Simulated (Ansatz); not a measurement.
The cluster Ag₂Au₄⁺. Total charge 1; doublet. Geometry PBE-D4/def2-SVP; atoms count from 1.

```csv
atom,x (Å),y (Å),z (Å)
Au1,-2.2455,-0.1064,-1.8189
Au2,0.0235,0.0134,-0.4650
Au3,2.3325,0.1343,0.8999
Au4,-2.3936,-0.2440,0.8689
Ag5,-0.0584,-0.0732,2.3496
Ag6,2.3416,0.2758,-1.8344
```

In the def2 sets Ag, Au take a core potential; there is no spin–orbit coupling. No other spin state of charge 1 was run. The structure comes from a short search, and lower isomers may exist.

**Question.** Estimate the Mulliken populations from the PBE0/def2-TZVP orbitals of Ansatz.

**Answer.** 
| atom | charge (e) | spin (α − β) | d electrons |
| --- | --- | --- | --- |
| Au1 | 0.48 | 0.20 | 9.82 |
| Au2 | -0.58 | 0.11 | 9.80 |
| Au3 | 0.36 | 0.04 | 9.80 |
| Au4 | 0.32 | 0.17 | 9.81 |
| Ag5 | 0.15 | 0.33 | 9.97 |
| Ag6 | 0.27 | 0.15 | 9.96 |
Mulliken values and Mayer orders depend strongly on the basis.

**Question.** Where does the spin sit?

**Answer.** Summed by element: Au 0.52, Ag 0.48, of 1 unpaired in all. Largest on single atoms: Ag5 0.33, Au1 0.20, Au4 0.17.

**Question.** And the Mayer bond orders between bonded heavy atoms (over 0.3)?

**Answer.** Au1–Au2 0.64 (2.64 Å); Au1–Au4 0.31 (2.70 Å); Au2–Au3 0.46 (2.68 Å); Au2–Au4 0.48 (2.77 Å); Au2–Ag5 0.38 (2.82 Å); Au2–Ag6 0.47 (2.71 Å); Au3–Ag5 0.34 (2.80 Å); Au3–Ag6 0.41 (2.74 Å); Au4–Ag5 0.39 (2.77 Å).
